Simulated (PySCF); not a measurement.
PySCF input (M06-2X/def2-TZVPD):

```python
from pyscf import gto, scf, dft

mol = gto.M(
    atom='''
    C    -1.04781679    0.10932284   -0.37262433
    Si    0.55917462   -0.05617424    0.25288161
    H    -1.75364330   -0.72226473   -0.31024367
    H    -1.53931018    1.08500344   -0.38271922
    H     1.75140953   -0.23223646   -0.61163372
    ''',
    basis='def2-tzvpd',
    charge=1,
    spin=0,
    verbose=4,
)

mf = dft.RKS(mol, xc='m062x').density_fit(auxbasis='def2-universal-jkfit')
mf.grids.level = 4
mf.conv_tol = 1e-9
mf.max_cycle = 100
mf.max_memory = 1500
mf.kernel()
if not mf.converged:
    mf = mf.newton()
    mf.kernel(mf.make_rdm1())
mf.analyze()
```

Output:

```
PySCF version 2.14.0

[INPUT] verbose = 4
[INPUT] num. atoms = 5
[INPUT] num. electrons = 22
[INPUT] charge = 1
[INPUT] spin (= nelec alpha-beta = 2S) = 0
[INPUT] symmetry False subgroup None
[INPUT] Mole.unit = angstrom
[INPUT] Symbol           X                Y                Z      unit          X                Y                Z       unit  Magmom
[INPUT]  1 C     -1.047816790000   0.109322840000  -0.372624330000 AA   -1.980086761821   0.206590226760  -0.704157931050 Bohr   0.0
[INPUT]  2 Si     0.559174620000  -0.056174240000   0.252881610000 AA    1.056686887608  -0.106153928856   0.477876984839 Bohr   0.0
[INPUT]  3 H     -1.753643300000  -0.722264730000  -0.310243670000 AA   -3.313905557178  -1.364882529133  -0.586275568180 Bohr   0.0
[INPUT]  4 H     -1.539310180000   1.085003440000  -0.382719220000 AA   -2.908874660955   2.050359345811  -0.723234508407 Bohr   0.0
[INPUT]  5 H      1.751409530000  -0.232236460000  -0.611633720000 AA    3.309684343653  -0.438863305539  -1.155820219349 Bohr   0.0

nuclear repulsion = 44.1712297115232
number of shells = 43
number of NR pGTOs = 154
number of NR cGTOs = 107
basis = def2-tzvpd
ecp = {}

******** <class 'pyscf.df.df_jk.DFRKS'> ********
method = DFRKS
initial guess = minao
damping factor = 0
level_shift factor = 0
DIIS = <class 'pyscf.scf.diis.CDIIS'>
diis_start_cycle = 1
diis_space = 8
diis_damp = 0
SCF conv_tol = 1e-09
SCF conv_tol_grad = None
SCF max_cycles = 100
direct_scf = False
XC library pyscf.dft.libxc version 7.1.2
    S. Lehtola, C. Steigemann, M. J. T. Oliveira, and M. A. L. Marques,  SoftwareX 7, 1–5 (2018)
XC functionals = m062x
    Y. Zhao and D. G. Truhlar,  Theor. Chem. Acc. 120, 215 (2008)
    Y. Zhao and D. G. Truhlar,  Theor. Chem. Acc. 120, 215 (2008)
radial grids:
    Treutler-Ahlrichs [JCP 102, 346 (1995); DOI:10.1063/1.469408] (M4) radial grids

becke partition: Becke, JCP 88, 2547 (1988); DOI:10.1063/1.454033
pruning grids: <function nwchem_prune>
grids dens level: 4
symmetrized grids: False
atomic radii adjust function: <function treutler_atomic_radii_adjust>
small_rho_cutoff = 0
Set gradient conv threshold to 3.16228e-05
Initial guess from minao.
tot grids = 104656
******** <class 'pyscf.df.df.DF'> ********
auxbasis = def2-universal-jkfit
init E= -329.240632474565
  HOMO = -0.270159946251866  LUMO = -0.144450824796028  gap/eV = 3.42072
cycle= 1 E= -328.905004914118  delta_E= 0.336  |g|= 0.358  |ddm|= 1.54
  HOMO = -0.563649617071619  LUMO = -0.370352575169335  gap/eV = 5.25988
cycle= 2 E= -328.871490720794  delta_E= 0.0335  |g|= 0.52  |ddm|= 0.929
  HOMO = -0.564794826736325  LUMO = -0.351410964269149  gap/eV = 5.80647
cycle= 3 E= -328.959935619031  delta_E= -0.0884  |g|= 0.0586  |ddm|= 0.48
  HOMO = -0.547509728019289  LUMO = -0.32798528019009  gap/eV = 5.97356
cycle= 4 E= -328.960846022334  delta_E= -0.00091  |g|= 0.0226  |ddm|= 0.0918
  HOMO = -0.550268068256109  LUMO = -0.327791300115754  gap/eV = 6.05390
cycle= 5 E= -328.961005817389  delta_E= -0.00016  |g|= 0.00457  |ddm|= 0.0218
  HOMO = -0.550105130925825  LUMO = -0.327805817883807  gap/eV = 6.04907
cycle= 6 E= -328.961016543776  delta_E= -1.07e-05  |g|= 0.00254  |ddm|= 0.00675
  HOMO = -0.550109446954654  LUMO = -0.327863592440782  gap/eV = 6.04762
cycle= 7 E= -328.961019403007  delta_E= -2.86e-06  |g|= 0.000542  |ddm|= 0.00362
  HOMO = -0.550093835381162  LUMO = -0.327857213994152  gap/eV = 6.04737
cycle= 8 E= -328.961019568182  delta_E= -1.65e-07  |g|= 6.82e-05  |ddm|= 0.00112
  HOMO = -0.550090305596317  LUMO = -0.327855433599459  gap/eV = 6.04732
cycle= 9 E= -328.961019572301  delta_E= -4.12e-09  |g|= 1.9e-05  |ddm|= 0.000176
  HOMO = -0.550088620435485  LUMO = -0.327854639793006  gap/eV = 6.04729
cycle= 10 E= -328.961019572687  delta_E= -3.85e-10  |g|= 4.78e-06  |ddm|= 5.84e-05
  HOMO = -0.550087962279257  LUMO = -0.32785422883447  gap/eV = 6.04729
Extra cycle  E= -328.961019572693  delta_E= -6.25e-12  |g|= 5.19e-06  |ddm|= 9.77e-06
converged SCF energy = -328.961019572693
**** SCF Summaries ****
Total Energy =                        -328.961019572692862
Nuclear Repulsion Energy =              44.171229711523218
One-electron Energy =                 -535.195498598069207
Two-electron Energy =                  162.063249313853106
Two-electron Coulomb Energy =          189.111910942823101
DFT Exchange-Correlation Energy =      -27.048661628969988
HOMO-LUMO gap [eV] =                     6.047287907431878
**** MO energy ****
MO #1   energy= -67.3184814688674  occ= 2
MO #2   energy= -10.8184558095184  occ= 2
MO #3   energy= -5.85667380947536  occ= 2
MO #4   energy= -4.16869568405697  occ= 2
MO #5   energy= -4.1639433566141   occ= 2
MO #6   energy= -4.16165338970396  occ= 2
MO #7   energy= -1.02874874648719  occ= 2
MO #8   energy= -0.816128356993712 occ= 2
MO #9   energy= -0.735121320318505 occ= 2
MO #10  energy= -0.67851228927745  occ= 2
MO #11  energy= -0.550087962279257 occ= 2
MO #12  energy= -0.32785422883447  occ= 0
MO #13  energy= -0.307456672442802 occ= 0
MO #14  energy= -0.160980087975243 occ= 0
MO #15  energy= -0.131844240468874 occ= 0
MO #16  energy= -0.109863446618098 occ= 0
MO #17  energy= -0.0880047915546554 occ= 0
MO #18  energy= -0.0860161402641966 occ= 0
MO #19  energy= -0.0811412203036433 occ= 0
MO #20  energy= -0.0577789894261652 occ= 0
MO #21  energy= -0.0555365747934699 occ= 0
MO #22  energy= -0.0474686143131308 occ= 0
MO #23  energy= -0.0276514976917007 occ= 0
MO #24  energy= -0.0029198428346956 occ= 0
MO #25  energy= 0.000409086890844559 occ= 0
MO #26  energy= 0.00819437179534647 occ= 0
MO #27  energy= 0.0243867692602138 occ= 0
MO #28  energy= 0.0516524820766996 occ= 0
MO #29  energy= 0.0639102692150839 occ= 0
MO #30  energy= 0.0752778952128417 occ= 0
MO #31  energy= 0.090743990573695  occ= 0
MO #32  energy= 0.0946675897724488 occ= 0
MO #33  energy= 0.120923756072707  occ= 0
MO #34  energy= 0.131804806013468  occ= 0
MO #35  energy= 0.14741656145073   occ= 0
MO #36  energy= 0.151674550297781  occ= 0
MO #37  energy= 0.16587762083299   occ= 0
MO #38  energy= 0.169392552484525  occ= 0
MO #39  energy= 0.187430610716043  occ= 0
MO #40  energy= 0.192796252988478  occ= 0
MO #41  energy= 0.217716700433568  occ= 0
MO #42  energy= 0.219616389610045  occ= 0
MO #43  energy= 0.261910400757391  occ= 0
MO #44  energy= 0.274255382904386  occ= 0
MO #45  energy= 0.283702979208877  occ= 0
MO #46  energy= 0.302371578917539  occ= 0
MO #47  energy= 0.310784218921666  occ= 0
MO #48  energy= 0.344890947652196  occ= 0
MO #49  energy= 0.370289725688369  occ= 0
MO #50  energy= 0.39410219869691   occ= 0
MO #51  energy= 0.425380606817473  occ= 0
MO #52  energy= 0.495036060855117  occ= 0
MO #53  energy= 0.529159254362044  occ= 0
MO #54  energy= 0.545724276686511  occ= 0
MO #55  energy= 0.623260190310081  occ= 0
MO #56  energy= 0.704050468956133  occ= 0
MO #57  energy= 0.750121941093617  occ= 0
MO #58  energy= 0.75454654282237   occ= 0
MO #59  energy= 0.786849698964342  occ= 0
MO #60  energy= 0.79188305626      occ= 0
MO #61  energy= 0.857764224028227  occ= 0
MO #62  energy= 0.872361914037804  occ= 0
MO #63  energy= 0.874185302502882  occ= 0
MO #64  energy= 0.906106440353994  occ= 0
MO #65  energy= 0.953479254383976  occ= 0
MO #66  energy= 0.970677209256694  occ= 0
MO #67  energy= 1.04747618982733   occ= 0
MO #68  energy= 1.07902200668206   occ= 0
MO #69  energy= 1.08732507202232   occ= 0
MO #70  energy= 1.10320966556257   occ= 0
MO #71  energy= 1.19596578178986   occ= 0
MO #72  energy= 1.23200991749309   occ= 0
MO #73  energy= 1.25325910657796   occ= 0
MO #74  energy= 1.40168285422664   occ= 0
MO #75  energy= 1.48204041992465   occ= 0
MO #76  energy= 1.53841616543525   occ= 0
MO #77  energy= 1.5801720264489    occ= 0
MO #78  energy= 1.63787876089455   occ= 0
MO #79  energy= 1.70950672326469   occ= 0
MO #80  energy= 1.72184055161984   occ= 0
MO #81  energy= 1.81793667751104   occ= 0
MO #82  energy= 1.86231534035819   occ= 0
MO #83  energy= 1.97974850863622   occ= 0
MO #84  energy= 2.06196026405454   occ= 0
MO #85  energy= 2.1622202487578    occ= 0
MO #86  energy= 2.22405435911981   occ= 0
MO #87  energy= 2.2971553003372    occ= 0
MO #88  energy= 2.44220758679536   occ= 0
MO #89  energy= 2.51403932812763   occ= 0
MO #90  energy= 2.64352400314188   occ= 0
MO #91  energy= 2.80522516786685   occ= 0
MO #92  energy= 2.87573881200096   occ= 0
MO #93  energy= 2.92682197082011   occ= 0
MO #94  energy= 2.95057401081431   occ= 0
MO #95  energy= 2.95573342704314   occ= 0
MO #96  energy= 3.08326397684305   occ= 0
MO #97  energy= 3.13997140114516   occ= 0
MO #98  energy= 3.20932528371909   occ= 0
MO #99  energy= 3.22971082485258   occ= 0
MO #100 energy= 3.40929963347624   occ= 0
MO #101 energy= 4.00202764372742   occ= 0
MO #102 energy= 4.18080470113917   occ= 0
MO #103 energy= 5.97776216624869   occ= 0
MO #104 energy= 6.01587887660143   occ= 0
MO #105 energy= 6.35353851501373   occ= 0
MO #106 energy= 10.6391737034084   occ= 0
MO #107 energy= 21.9744143701493   occ= 0
 ** Mulliken pop on meta-lowdin orthogonal AOs  **
 ** Mulliken pop  **
pop of  0 C 1s            1.99995
pop of  0 C 2s            1.17243
pop of  0 C 3s            0.00263
pop of  0 C 4s            0.00192
pop of  0 C 5s            0.00019
pop of  0 C 6s            0.00045
pop of  0 C 2px           1.25609
pop of  0 C 2py           1.19819
pop of  0 C 2pz           0.69718
pop of  0 C 3px           0.00293
pop of  0 C 3py           0.00197
pop of  0 C 3pz           0.00122
pop of  0 C 4px           0.00084
pop of  0 C 4py           0.00070
pop of  0 C 4pz           0.00048
pop of  0 C 3dxy          0.00043
pop of  0 C 3dyz          0.00100
pop of  0 C 3dz^2         0.00292
pop of  0 C 3dxz          0.00231
pop of  0 C 3dx2-y2       0.00250
pop of  0 C 4dxy          0.00101
pop of  0 C 4dyz          0.00014
pop of  0 C 4dz^2         0.00038
pop of  0 C 4dxz          0.00016
pop of  0 C 4dx2-y2       0.00013
pop of  0 C 5dxy          0.00014
pop of  0 C 5dyz          0.00000
pop of  0 C 5dz^2         0.00051
pop of  0 C 5dxz          0.00029
pop of  0 C 5dx2-y2       0.00011
pop of  0 C 4f-3          0.00027
pop of  0 C 4f-2          0.00011
pop of  0 C 4f-1          0.00037
pop of  0 C 4f+0          0.00025
pop of  0 C 4f+1          0.00060
pop of  0 C 4f+2          0.00027
pop of  0 C 4f+3          0.00112
pop of  1 Si 1s           1.99999
pop of  1 Si 2s           1.99966
pop of  1 Si 3s           1.28797
pop of  1 Si 4s           0.00737
pop of  1 Si 5s           0.00087
pop of  1 Si 6s           0.00043
pop of  1 Si 2px          1.99994
pop of  1 Si 2py          1.99986
pop of  1 Si 2pz          1.99994
pop of  1 Si 3px          0.75566
pop of  1 Si 3py          0.07716
pop of  1 Si 3pz          0.97413
pop of  1 Si 4px          0.01640
pop of  1 Si 4py          0.00299
pop of  1 Si 4pz          0.00667
pop of  1 Si 5px          0.00159
pop of  1 Si 5py          0.00007
pop of  1 Si 5pz          0.00015
pop of  1 Si 6px          0.00008
pop of  1 Si 6py          0.00000
pop of  1 Si 6pz          0.00003
pop of  1 Si 3dxy         0.00100
pop of  1 Si 3dyz         0.00018
pop of  1 Si 3dz^2        0.00503
pop of  1 Si 3dxz         0.00952
pop of  1 Si 3dx2-y2      0.00316
pop of  1 Si 4dxy         0.00122
pop of  1 Si 4dyz         0.00019
pop of  1 Si 4dz^2        0.00012
pop of  1 Si 4dxz         0.00112
pop of  1 Si 4dx2-y2      0.00060
pop of  1 Si 5dxy         0.00005
pop of  1 Si 5dyz         0.00001
pop of  1 Si 5dz^2        0.00013
pop of  1 Si 5dxz         0.00077
pop of  1 Si 5dx2-y2      0.00044
pop of  1 Si 4f-3         0.00003
pop of  1 Si 4f-2         0.00006
pop of  1 Si 4f-1         0.00003
pop of  1 Si 4f+0         0.00035
pop of  1 Si 4f+1         0.00018
pop of  1 Si 4f+2         0.00058
pop of  1 Si 4f+3         0.00013
pop of  2 H 1s            0.76820
pop of  2 H 2s            0.00564
pop of  2 H 3s            0.00364
pop of  2 H 2px           0.00109
pop of  2 H 2py           0.00074
pop of  2 H 2pz           0.00033
pop of  2 H 3px           0.00058
pop of  2 H 3py           0.00064
pop of  2 H 3pz           0.00026
pop of  3 H 1s            0.76820
pop of  3 H 2s            0.00564
pop of  3 H 3s            0.00364
pop of  3 H 2px           0.00082
pop of  3 H 2py           0.00100
pop of  3 H 2pz           0.00034
pop of  3 H 3px           0.00075
pop of  3 H 3py           0.00049
pop of  3 H 3pz           0.00024
pop of  4 H 1s            0.91268
pop of  4 H 2s            0.00948
pop of  4 H 3s            0.00039
pop of  4 H 2px           0.00439
pop of  4 H 2py           0.00014
pop of  4 H 2pz           0.00173
pop of  4 H 3px           0.00023
pop of  4 H 3py           0.00011
pop of  4 H 3pz           0.00060
 ** Mulliken atomic charges  **
charge of    0C =     -0.35219
charge of    1Si =      0.84416
charge of    2H =      0.21888
charge of    3H =      0.21889
charge of    4H =      0.07025

WARN: System has nonzero charge 1; the dipole moment is origin-dependent.
Location of origin: [0. 0. 0.]

Dipole moment(X, Y, Z, Debye):  0.78738, -0.08624,  0.17798
```
